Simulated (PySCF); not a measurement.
# From computed data to an observable: oscillator strength and radiative lifetime

B(Br)(Et)(OH) (C2H6BBrO), SMILES CCB(O)Br.

The structure is a stationary point at B3LYP-D3(BJ)/def2-SVP. One conformer was computed; it need not be the lowest.

TDA-LC-ωPBE/def2-SVPD in PySCF puts the first singlet state with f over 0.02 at 7.79 eV (vertical), with the transition dipole (-0.525, -0.167, 0.415) in atomic units.

### Question
Find the oscillator strength, the wavelength and the radiative lifetime that this transition would have in vacuum if emission retraced absorption.

### Answer

|μ|² = 0.4757 au, so |μ| = 1.75 D. ΔE = 7.79/27.211 = 0.2863 hartree. f = (2/3) ΔE |μ|² = 0.091 (the program prints 0.091).
λ = 1239.84/7.79 = 159 nm; ν = 62831 cm⁻¹.
Einstein's coefficient A = 0.6670 ν² f s⁻¹ (ν in cm⁻¹) = 2.4e8 s⁻¹, so τ = 1/A = 4.2 ns. This state is S3; the lower singlets have f = 0.000, 0.001. The figure is the radiative limit of this one transition; relaxation, internal conversion, crossing to triplets and a medium change what is measured.
